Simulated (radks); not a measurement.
The mean radii <r> (bohr) of the occupied orbitals of an atom or ion are listed with their occupations. Method: scalar-relativistic Kohn-Sham, OLYP, spin-polarised, spherical densities, point nucleus; computed with a radial shooting solver on a logarithmic mesh with Libxc functionals.

| orbital | occ. | <r> |
|---|---|---|
| 1s up | 1 | 0.01803 |
| 1s down | 1 | 0.01803 |
| 2s up | 1 | 0.07621 |
| 2s down | 1 | 0.07621 |
| 2p up | 3 | 0.06834 |
| 2p down | 3 | 0.06834 |
| 3s up | 1 | 0.1974 |
| 3s down | 1 | 0.1974 |
| 3p up | 3 | 0.1978 |
| 3p down | 3 | 0.1978 |
| 3d up | 5 | 0.1792 |
| 3d down | 5 | 0.1792 |
| 4s up | 1 | 0.4404 |
| 4s down | 1 | 0.4404 |
| 4p up | 3 | 0.4684 |
| 4p down | 3 | 0.4684 |
| 4d up | 5 | 0.4996 |
| 4d down | 5 | 0.4994 |
| 5s up | 1 | 1.039 |
| 5s down | 1 | 1.029 |
| 5p up | 3 | 1.212 |
| 5p down | 3 | 1.198 |
| 4f up | 7 | 0.5811 |
| 4f down | 7 | 0.5765 |
| 5d up | 5 | 1.822 |
| 6s up | 1 | 2.785 |

Name the element and its charge. Open shells, if any, are filled with parallel spins first.

Answer. Z = 75, rhenium, charge +1: Re+ in [Xe] 4f14 5d5 6s1. The 1s radius gives Z: for a bare nucleus <r> = (2 gamma + 1)/(2Z) with gamma = sqrt(1 - (Z/c)^2), 0.01783 bohr for Z = 75, and screening makes it slightly larger (0.01803 here). The occupations add up to 74, and the charge is Z minus that.
